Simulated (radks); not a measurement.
All-electron atom: K XII in [He] 2s2 2p4.

All-electron calculation, scalar-relativistic Kohn-Sham, exchange-only LDA, spin-polarised, spherical densities, point nucleus; open shells are filled with parallel spins first. Program: a radial shooting solver on a logarithmic mesh with Libxc functionals.

Energy parts (hartree):
part                   energy
total              -532.00269
kinetic             536.08008
electron-nucleus  -1162.33732
Hartree             115.97111
exchange            -21.71657

Orbitals (lengths in bohr, moments of r in powers of bohr; <r^-3> diverges for s and p1/2):
orbital  occ.  eigenvalue (hartree)      <r^4>  <r^-3>  <1/r>
1s up       1             -142.9611  0.0002009       -  18.69
1s down     1             -142.6972  0.0001996       -  18.71
2s up       1             -24.60597    0.04307       -  4.026
2s down     1             -24.18331    0.04436       -  3.993
2p up       3             -22.32874    0.03246   179.3  3.947
2p down     1             -21.83667    0.03390   176.8  3.919

The highest occupied level is 2p down at -594.21 eV. Spin moment in Bohr magnetons: 2. The density falls to 0.001 e/bohr^3 at r = 1.15 bohr. Summed over all electrons, <r^2> = 0.8516 bohr^2, which gives a Langevin (diamagnetic) susceptibility term of -0.674 x 10^-6 cm^3/mol. For comparison, the ionisation energy in NIST's Atomic Spectra Database is 631 eV (semi-empirical). In exact Kohn-Sham theory the highest level is minus the ionisation energy, but local and semilocal functionals leave it too shallow, through self-interaction and a potential that decays too fast; potentials with the right tail come closer.
